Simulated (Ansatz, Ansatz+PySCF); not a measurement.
```xyz
4

C     0.0000    0.0000    0.0000
H     1.1776    0.0000    0.0000
H    -0.5888    1.0198    0.0000
H    -0.5888   -1.0198    0.0000
```

Basis set: def2-SVP (spherical functions). Left uncorrelated: 1 orbital. Charge 0, multiplicity 2.

Computed with Ansatz (development build ahead of 0.2.0); each method stands on the lowest determinant of its kind that the runs found.

(1) Give the atomization energy at this shape (free ground-state atoms in the same class of orbitals less the molecule, no zero-point energy) of doublet CH₃ by UHF-CCSD(T), UHF-MP2, UHF.

Answers

(1)

| method | atomization energy |
| --- | --- |
| UHF-CCSD(T) | 1202.8 kJ/mol |
| UHF-MP2 | 1185.5 kJ/mol |
| UHF | 979.3 kJ/mol |

Caution: the shape is not the minimum.
